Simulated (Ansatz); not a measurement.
# Molecular dynamics of AlFH$_{5}$NOSi

Input:

```yaml
crystal:
  periodic: [false, false, false]
  atoms:
    - { symbol: Al, position_ang: [-0.025732, -0.084254, 0.276704] }
    - { symbol: "N", position_ang: [0.309426, 0.194427, 1.986692] }
    - { symbol: H, position_ang: [-0.327256, -0.024383, 2.727334] }
    - { symbol: H, position_ang: [1.161511, 0.591228, 2.332112] }
    - { symbol: F, position_ang: [1.177277, 0.353075, -0.829942] }
    - { symbol: O, position_ang: [-1.45828, -0.750751, -0.286129] }
    - { symbol: Si, position_ang: [-2.852558, -1.410196, -0.94649] }
    - { symbol: H, position_ang: [-3.186286, -2.683714, -0.244532] }
    - { symbol: H, position_ang: [-3.986461, -0.454121, -0.785642] }
    - { symbol: H, position_ang: [-2.652442, -1.691611, -2.397009] }
basis:
  gaussian: { orbitals: "6-31G" }
hamiltonian:
  xc: { name: BHLYP }
  dispersion: d4
md:
  timestep: 0.5
  n_steps: 500
  ensemble: nve
  temperature: 200.0
  initial_velocities: maxwell_boltzmann
  seed: 585054
```

Run as:

```bash
$ ansatz run input.yaml --threads 1 --pin off --max-ram 2048MiB --backend cpu --events-out ev --progress --plain --runs-dir out
```

It starts from a relaxed structure.

Output, in part (step lines, the closing report, with atoms numbered from 0):

```
md step     0: t =     0.00 fs  T =   200.0 K  F+E_penalty+E_count = -20808.52410408 eV  E_kin = 0.206816 eV  conserved = -20808.31728809 eV  (26 SCF iters)
md step     1: t =     0.50 fs  T =   196.2 K  F+E_penalty+E_count = -20808.52005639 eV  E_kin = 0.202894 eV  conserved = -20808.31716235 eV  (32 SCF iters)
md step     2: t =     1.00 fs  T =   185.9 K  F+E_penalty+E_count = -20808.50917331 eV  E_kin = 0.192269 eV  conserved = -20808.31690417 eV  (24 SCF iters)
md step     3: t =     1.50 fs  T =   172.9 K  F+E_penalty+E_count = -20808.49539289 eV  E_kin = 0.178762 eV  conserved = -20808.31663057 eV  (24 SCF iters)
md step     4: t =     2.00 fs  T =   161.0 K  F+E_penalty+E_count = -20808.48296568 eV  E_kin = 0.166525 eV  conserved = -20808.31644021 eV  (24 SCF iters)
md step     5: t =     2.50 fs  T =   153.3 K  F+E_penalty+E_count = -20808.47487461 eV  E_kin = 0.158485 eV  conserved = -20808.31638951 eV  (25 SCF iters)
md step     6: t =     3.00 fs  T =   150.3 K  F+E_penalty+E_count = -20808.47192247 eV  E_kin = 0.155438 eV  conserved = -20808.31648414 eV  (24 SCF iters)
md step     7: t =     3.50 fs  T =   150.8 K  F+E_penalty+E_count = -20808.47262863 eV  E_kin = 0.155945 eV  conserved = -20808.31668314 eV  (24 SCF iters)
[... lines left out ...]
md step   497: t =   248.50 fs  T =   101.8 K  F+E_penalty+E_count = -20808.42191574 eV  E_kin = 0.105292 eV  conserved = -20808.31662343 eV  (24 SCF iters)
md step   498: t =   249.00 fs  T =    95.9 K  F+E_penalty+E_count = -20808.41555441 eV  E_kin = 0.099125 eV  conserved = -20808.31642911 eV  (23 SCF iters)
md step   499: t =   249.50 fs  T =    94.3 K  F+E_penalty+E_count = -20808.41391746 eV  E_kin = 0.097516 eV  conserved = -20808.31640098 eV  (24 SCF iters)
md step   500: t =   250.00 fs  T =    97.6 K  F+E_penalty+E_count = -20808.41744076 eV  E_kin = 0.100897 eV  conserved = -20808.31654412 eV  (27 SCF iters)
Total energy: -20808.41764028 eV, -764.6952438284 hartree
Atom 0 at    -0.064511    -0.055458     0.255890 Å, force     1.200498     0.056533     0.487080 eV/Å
Atom 1 at     0.233621     0.438758     1.938152 Å, force     1.123736     0.307524    -0.742236 eV/Å
Atom 2 at    -0.428882     0.307231     2.650090 Å, force    -0.727448    -0.093767     0.804077 eV/Å
Atom 3 at     1.100055     0.828721     2.298087 Å, force    -0.595085    -0.242500    -0.374307 eV/Å
Atom 4 at     1.273050     0.124184    -0.801606 Å, force    -0.608668    -0.013374     0.209771 eV/Å
Atom 5 at    -1.470112    -0.825522    -0.193253 Å, force     0.094550     0.261026    -0.174632 eV/Å
Atom 6 at    -2.835632    -1.390462    -0.966279 Å, force     0.060763    -0.066266    -0.513062 eV/Å
Atom 7 at    -2.654673    -1.140627    -2.463601 Å, force    -0.249498    -0.250213     0.564454 eV/Å
Atom 8 at    -2.999830    -2.830728    -0.625896 Å, force    -0.059422    -0.050161    -0.202884 eV/Å
Atom 9 at    -4.005092    -0.642160    -0.451616 Å, force    -0.239427     0.091198    -0.058261 eV/Å
Dipole moment:    -0.443610     0.019898     0.318955 e Å
```

The steps, from the saved trajectory:

| time (fs) | T (K) | potential energy less start (eV) | conserved less start (meV/atom) |
| --- | --- | --- | --- |
| 0.0 | 200 | 0.000 | 0.00 |
| 8.0 | 110 | 0.093 | 0.04 |
| 16.0 | 123 | 0.080 | 0.08 |
| 24.0 | 77 | 0.128 | 0.09 |
| 32.0 | 96 | 0.108 | 0.06 |
| 40.0 | 113 | 0.091 | 0.04 |
| 48.0 | 138 | 0.064 | 0.04 |
| 56.0 | 114 | 0.089 | 0.06 |
| 64.0 | 137 | 0.066 | 0.06 |
| 72.0 | 89 | 0.116 | 0.08 |
| 80.0 | 98 | 0.106 | 0.08 |
| 88.0 | 83 | 0.121 | 0.06 |
| 96.0 | 138 | 0.064 | 0.02 |
| 104.0 | 135 | 0.067 | 0.02 |
| 112.0 | 141 | 0.062 | 0.04 |
| 120.0 | 124 | 0.079 | 0.07 |
| 128.0 | 86 | 0.119 | 0.09 |
| 136.0 | 110 | 0.094 | 0.07 |
| 144.0 | 92 | 0.112 | 0.05 |
| 152.0 | 118 | 0.085 | 0.02 |
| 160.0 | 137 | 0.065 | 0.04 |
| 168.0 | 113 | 0.091 | 0.08 |
| 176.0 | 112 | 0.092 | 0.10 |
| 184.0 | 109 | 0.095 | 0.07 |
| 192.0 | 95 | 0.109 | 0.04 |
| 200.0 | 137 | 0.065 | 0.03 |
| 208.0 | 105 | 0.099 | 0.04 |
| 216.0 | 143 | 0.059 | 0.05 |
| 224.0 | 114 | 0.090 | 0.06 |
| 232.0 | 127 | 0.076 | 0.07 |
| 240.0 | 99 | 0.106 | 0.07 |
| 248.0 | 109 | 0.094 | 0.04 |

The run went to its last step. The conserved energy stayed within 0.11 meV per atom of its start (net change 0.074 meV per atom), so the integration is sound. Over the second half the temperature averaged 0.57 of the 200 K drawn at the start: a run that starts near a minimum puts about half its kinetic energy into the potential. A run of 0.25 ps of so small a system gives no equilibrium averages. Limits of this set-up: no polarisation functions.

The same pairs are bonded in the first frame and the last. Pairs count as bonded within 1.25 times the sum of covalent radii (0.12 Å more for H–H).

Last frame:

```xyz
10
Properties=species:S:1:pos:R:3
Al -0.065 -0.056 0.256
N 0.234 0.439 1.938
H -0.429 0.307 2.650
H 1.100 0.829 2.298
F 1.273 0.124 -0.802
O -1.470 -0.826 -0.193
Si -2.836 -1.391 -0.966
H -2.655 -1.141 -2.464
H -3.000 -2.831 -0.626
H -4.005 -0.642 -0.452
```

The run took 30 min on 1 thread of Arm Neoverse V1, with other jobs on the host, peak memory 0.14 GiB.
